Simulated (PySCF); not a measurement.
# Electron correlation in Se⁺ (selenium, charge +1)

[Ar] 3d10 4s2 4p3, high-spin 4S determinant. Calculation: PySCF 2.14, in aug-cc-pVDZ-PP with ECP10MDF (5s4p3d, 32 functions); a scalar-relativistic core potential. Frozen: 3s2 3p6 3d10; 5 electrons correlated.

```json
{"level": "CCSD", "correlation energy (mhartree)": "-72.41"}
{"level": "(T)", "correlation energy (mhartree)": "-0.82"}
{"level": "CCSD(T)", "correlation energy (mhartree)": "-73.23"}
{"level": "CCSDT", "correlation energy (mhartree)": "-73.42"}
```

Diagnostics: T1 = 0.0018, D1 = 0.0031, largest double amplitude 0.046.

Task: Is a single reference adequate?

Result: Yes, within this model without spin-orbit coupling: T1 lies below 0.03 and no double amplitude reaches 0.07.
